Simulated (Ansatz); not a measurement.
System: CBr3Cl, charge 0, singlet. CBr3Cl (tribromo(chloro)methane, SMILES ClC(Br)(Br)Br).
B3LYP-D3(BJ)/def2-TZVP minimum from Ansatz (a first-principles code):
```xyz
5

Cl     1.9596    -0.6307    -0.2305
C      0.2885    -0.0929    -0.0339
Br     0.1629     1.8212    -0.4275
Br    -0.2939    -0.4149     1.8077
Br    -0.8703    -1.0840    -1.2624
```

Atomisation energy term by term, kcal/mol (programs: Ansatz). UHF or UKS for unpaired electrons; spin-orbit terms are left out. Correlated methods leave the cores frozen (noble-gas shells, and filled d and f shells in the p block). No relativity. CBS(X,Y): correlation extrapolated as X^-3, Hartree-Fock from the larger set. A bracket is a step between two methods taken in the basis named. Spin-orbit terms, left out, reach several kcal/mol for Br and I, and more for heavier atoms.

```json
[
 {"term": "Hartree-Fock", "basis": "def2-QZVPP", "kcal/mol": "142.01"},
 {"term": "CCSD correlation", "basis": "CBS(def2-TZVPP,def2-QZVPP)", "kcal/mol": "117.27"},
 {"term": "(T)", "basis": "CBS(def2-TZVPP,def2-QZVPP)", "kcal/mol": "16.49"},
 {"term": "CCSDT(Q) - CCSD(T)", "basis": "def2-SVP", "kcal/mol": "0.50"},
 {"term": "sum: De", "basis": "", "kcal/mol": "276.3"}
]
```
